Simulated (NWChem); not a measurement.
Everything below was run with NWChem. System: isotetrasilane (H₁₀Si₄), charge 0, spin multiplicity 1, at a geometry optimised with B3LYP/def2-SVP. Level: RHF/def2-SVP.

Job file:

```
start mol
memory heap 200 mb stack 900 mb global 1100 mb
geometry units angstroms nocenter noautoz
  Si    -1.103250     0.257527     1.940379
  Si    -0.045858    -0.573950     0.000000
  Si     2.246844    -0.009928     0.000000
  Si    -1.103250     0.257527    -1.940379
  H     -0.449252    -0.285467     3.167978
  H     -1.006307     1.747322     1.969169
  H     -2.546323    -0.125614     1.956813
  H     -0.164984    -2.067218     0.000000
  H      2.922133    -0.558486     1.213511
  H      2.401664     1.475253     0.000000
  H      2.922133    -0.558486    -1.213511
  H     -0.449252    -0.285467    -3.167978
  H     -2.546323    -0.125614    -1.956813
  H     -1.006307     1.747322    -1.969169
  symmetry group Cs
end
basis spherical
  * library def2-svp
end
scf
  rhf
  nopen 0
  maxiter 100
  thresh 1e-7
  semidirect memsize 60000000 filesize 0
end
task scf energy
```

Output (cleaned and shortened):

```
             Northwest Computational Chemistry Package (NWChem) 7.3.0
             --------------------------------------------------------

                                NWChem Input Module
                                -------------------

 Scaling coordinates for geometry "geometry" by  1.889725989
 (inverse scale =  0.529177249)

 Turning off AUTOSYM since
 SYMMETRY directive was detected!

                             Geometry "geometry" -> ""
                             -------------------------

 Output coordinates in angstroms (scale by  1.889725989 to convert to a.u.)

  No.       Tag          Charge          X              Y              Z
 ---- ---------------- ---------- -------------- -------------- --------------
    1 Si                  14.0000    -1.10325000     0.25752700     1.94037900
    2 Si                  14.0000    -0.04585800    -0.57395000     0.00000000
    3 Si                  14.0000     2.24684400    -0.00992800     0.00000000
    4 Si                  14.0000    -1.10325000     0.25752700    -1.94037900
    5 H                    1.0000    -0.44925200    -0.28546700     3.16797800
    6 H                    1.0000    -1.00630700     1.74732200     1.96916900
    7 H                    1.0000    -2.54632300    -0.12561400     1.95681300
    8 H                    1.0000    -0.16498400    -2.06721800     0.00000000
    9 H                    1.0000     2.92213300    -0.55848600     1.21351100
   10 H                    1.0000     2.40166400     1.47525300     0.00000000
   11 H                    1.0000     2.92213300    -0.55848600    -1.21351100
   12 H                    1.0000    -0.44925200    -0.28546700    -3.16797800
   13 H                    1.0000    -2.54632300    -0.12561400    -1.95681300
   14 H                    1.0000    -1.00630700     1.74732200    -1.96916900

 Effective nuclear repulsion energy (a.u.)     325.3499305538

            Nuclear Dipole moment (a.u.)
            ----------------------------
        X                 Y               Z
 ---------------- ---------------- ----------------
    -0.0000264562     0.0000170075     0.0000000000
[...]
   Bfn.  Coefficient  Atom+Function         Bfn.  Coefficient  Atom+Function
  ----- ------------  ---------------      ----- ------------  ---------------
    11      0.683553   1 Si px               65      0.683553   4 Si px
    74     -0.682838   5 H  s               109     -0.682838  12 H  s
    48      0.446693   3 Si py               84      0.446018   7 H  s
   114      0.446018  13 H  s                13      0.356698   1 Si pz
    67     -0.356698   4 Si pz               39     -0.295763   3 Si s

 Vector   35  Occ=0.000000D+00  E= 1.166076D-01  Symmetry=a"
              MO Center=  4.9D-01,  1.3D-02, -2.4D-11, r^2= 7.1D+00
   Bfn.  Coefficient  Atom+Function         Bfn.  Coefficient  Atom+Function
  ----- ------------  ---------------      ----- ------------  ---------------
    49      0.909620   3 Si pz               94     -0.652881   9 H  s
   104      0.652881  11 H  s                84      0.538915   7 H  s
   114     -0.538915  13 H  s                11      0.383595   1 Si px
    65     -0.383595   4 Si px               12      0.359030   1 Si py
    66     -0.359030   4 Si py               13      0.294374   1 Si pz

 Vector   36  Occ=0.000000D+00  E= 1.195717D-01  Symmetry=a'
              MO Center= -4.1D-02, -2.7D-01,  6.2D-13, r^2= 6.2D+00
   Bfn.  Coefficient  Atom+Function         Bfn.  Coefficient  Atom+Function
  ----- ------------  ---------------      ----- ------------  ---------------
    30      0.824804   2 Si py               89      0.742816   8 H  s
    12      0.478479   1 Si py               66      0.478479   4 Si py
    48      0.447821   3 Si py               79     -0.355279   6 H  s
   119     -0.355279  14 H  s                99     -0.349828  10 H  s
    74      0.257541   5 H  s               109      0.257541  12 H  s

 center of mass
 --------------
 x =  -0.00118476 y =  -0.01478493 z =   0.00000000

 moments of inertia (a.u.)
 ------------------
         984.910791703073          63.570990861366           0.000000000000
          63.570990861366        1776.141983833226           0.000000000000
           0.000000000000           0.000000000000         979.792806357900

  Mulliken analysis of the total density
  --------------------------------------

    Atom       Charge   Shell Charges
 -----------   ------   -------------------------------------------------------
    1 Si  14    13.56   2.00  1.99  0.95  0.22  5.94  1.25  1.03  0.18
    2 Si  14    14.16   2.00  1.99  0.97  0.35  5.94  1.29  1.46  0.15
    3 Si  14    13.56   2.00  1.99  0.95  0.22  5.94  1.25  1.03  0.18
    4 Si  14    13.56   2.00  1.99  0.95  0.22  5.94  1.25  1.03  0.18
    5 H    1     1.12   0.74  0.37  0.01
    6 H    1     1.12   0.74  0.38  0.01
    7 H    1     1.12   0.74  0.37  0.01
    8 H    1     1.08   0.72  0.34  0.01
    9 H    1     1.12   0.74  0.37  0.01
   10 H    1     1.12   0.74  0.38  0.01
   11 H    1     1.12   0.74  0.37  0.01
   12 H    1     1.12   0.74  0.37  0.01
   13 H    1     1.12   0.74  0.37  0.01
   14 H    1     1.12   0.74  0.38  0.01

       Multipole analysis of the density wrt the origin
       ------------------------------------------------

     L   x y z        total         open         nuclear
     -   - - -        -----         ----         -------
     0   0 0 0     -0.000000      0.000000     66.000000

     1   1 0 0     -0.003356      0.000000     -0.000026
     1   0 1 0     -0.042213      0.000000      0.000017
     1   0 0 1      0.000000      0.000000      0.000000

     2   2 0 0    -47.866629      0.000000    510.860979
     2   1 1 0      0.051712      0.000000    -35.351329
     2   1 0 1      0.000000      0.000000     -0.000000
     2   0 2 0    -47.223216      0.000000     70.866302
     2   0 1 1     -0.000000      0.000000      0.000000
     2   0 0 2    -47.870868      0.000000    513.707790

 Task  times  cpu:        2.7s     wall:        2.7s

 Total times  cpu:        2.8s     wall:        2.8s
```
